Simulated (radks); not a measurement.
Values are calculated unless marked as measured or tabulated.
Question: The mean radii <r> (bohr) of the occupied orbitals of an atom or ion are listed with their occupations. Code: a radial shooting solver on a logarithmic mesh with Libxc functionals. Model: non-relativistic Kohn-Sham, BLYP, spin-unpolarised, spherical densities, point nucleus.

orbital  occ.      <r>
1s          2  0.08620
2s          2   0.4163
2p          6   0.3770
3s          2    1.334
3p          4    1.470

Name the element and its charge.

Answer: Z = 18, argon, charge +2: Ar2+ in [Ne] 3s2 3p4. The 1s radius gives Z: for a bare nucleus <r> = 1.5/Z, 0.08333 bohr for Z = 18, and screening makes it slightly larger (0.08620 here). The occupations add up to 16, and the charge is Z minus that.
